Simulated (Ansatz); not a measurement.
Program: Ansatz. Geometries: PBE0-D4/def2-TZVP. ΔE: electronic, gas phase. CCSD(T)/CBS adds triple-zeta CCSD(T) − MP2 to the extrapolated MP2 energy (def2 sets, frozen cores). This one scheme is used for every species. DFT in def2-TZVPP. One conformer a species, not always the lowest.

Reaction (hydrogenolysis of a B–Cl bond): `CNB(Cl)Cl` + H₂ → `CNBCl` + HCl

| level | ΔE (kcal/mol) |
| --- | --- |
| r2SCANh-D4 | 14.5 |
| ωB97X-V | 13.0 |
| CCSD(T)/def2-SVP | 14.1 |
| CCSD/def2-TZVPP | 11.3 |

(1) What does CCSD(T)/CBS give? (Estimate.)

Largest T1 diagnostic among the species: 0.011.

Answers

(1) Ansatz gave: +13.2 kcal/mol. The listed levels differ from it by 1.3, -0.2, 0.9, -1.9 kcal/mol.

At CCSD(T), def2-SVP lies +0.9 kcal/mol from the extrapolated value and def2-TZVPP −0.6 kcal/mol. Leaving LDA and LC-ωPBE aside and taking each functional with its dispersion term where it has one, the values, not all of them listed here, spread over 3.3 kcal/mol, from CAM-B3LYP-D4 to revPBE-D4. LDA lies +1.8 kcal/mol from PBE without D4.
